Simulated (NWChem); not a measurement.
A series in which one site is exchanged, each optimised at PBE0/def2-SVP with NWChem, gas phase unless a solvent is named. All stand in one matching conformer (torsions within 35°), which need not be the lowest. This build's default masses of Se (78.918 u) and Br (79.917 u) are each other's, which moves their modes by up to 0.6 %.

A: [SiH](Cl)(N)N (SiN$_{2}$H$_{5}$Cl; site = Cl)
B: N[SiH2]N (SiN2H6; site = H)
C: N[SiH](N)F (SiN2H5F; site = F)
D: N[SiH](N)Br (SiN$_{2}$H$_{5}$Br; site = Br)

**Question.** Rank them by SMD solvation free energy in n-hexane, PBE0/def2-SVP (kcal/mol), lowest first.

**Answer.** D (-3.5), A (-2.9), C (-2.1), B (-1.4)
